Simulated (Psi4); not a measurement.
Dimer: C2H4 (SMILES C=C) (first 6 atoms) with CO (SMILES [C-]#[O+]); geometry from B3LYP-D3(BJ)/def2-TZVP, rigid monomers moved along the line of their centres of mass till C2···C7 is 6.39 Å.
(charge 0, multiplicity 1):
```
atom    x (Å)    y (Å)    z (Å)
----  -------  -------  -------
C     -0.0323   0.6676   0.0367
C     -0.0781  -0.6558   0.0034
H      0.5837   1.2347  -0.6508
H     -0.6118   1.2376   0.7527
H     -0.6966  -1.2195   0.6913
H      0.4984  -1.2285  -0.7131
C     -0.1578  -0.1019   6.3675
O      0.8475  -0.0289   6.8667
```

These are SAPT0/jun-cc-pV(D+d)Z (Psi4) values and carry that method's errors.

Which attractive term is largest, and how does the interaction split up?

electrostatics -0.7, exchange 0.0, induction 0.0, dispersion -1.0, total -1.7 meV; the largest attraction is dispersion.
